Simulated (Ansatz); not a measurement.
Start from `[AlH2][O]C[SiH3]` and change one atom or group to get `N[SiH2]OC[SiH3]`.

Ansatz, PBE0-D4/def2-TZVP geometries, multiplicity 1. Each molecule was computed in one conformer, which needn't be the lowest.

```csv
property,`[AlH2][O]C[SiH3]`
size of the dipole moment (B3LYP/def2-TZVPP) / D,0.94
size of the dipole moment (ωB97M-V/def2-TZVPP) / D,0.94
size of the dipole moment (PBE/def2-TZVPP) / D,0.92
HOMO energy (PBE/def2-TZVPP) / eV,-6.36
LUMO energy (PBE/def2-TZVPP) / eV,-1.85
LUMO energy (PBE0/def2-TZVPP) / eV,-1.08
```

Q: What does the change do to each property? (Best estimate.)

A: Ansatz gave: 
```json
{"property": "size of the dipole moment (B3LYP/def2-TZVPP) / D", "`N[SiH2]OC[SiH3]`": "0.57", "shift": "-0.37"}
{"property": "size of the dipole moment (ωB97M-V/def2-TZVPP) / D", "`N[SiH2]OC[SiH3]`": "0.55", "shift": "-0.39"}
{"property": "size of the dipole moment (PBE/def2-TZVPP) / D", "`N[SiH2]OC[SiH3]`": "0.73", "shift": "-0.19"}
{"property": "HOMO energy (PBE/def2-TZVPP) / eV", "`N[SiH2]OC[SiH3]`": "-6.41", "shift": "-0.05"}
{"property": "LUMO energy (PBE/def2-TZVPP) / eV", "`N[SiH2]OC[SiH3]`": "-0.28", "shift": "1.57"}
{"property": "LUMO energy (PBE0/def2-TZVPP) / eV", "`N[SiH2]OC[SiH3]`": "0.55", "shift": "1.63"}
```

With PBE0 the HOMO falls by 0.17 eV and the LUMO rises by 1.63 eV, so the gap widens by about 1.80 eV. PBE moves the HOMO by -0.05 eV and ωB97M-V by -0.24 eV. Dipoles are sizes alone; their direction can turn.

B3LYP here is the variant with VWN-RPA as its local correlation; programs differ in this.
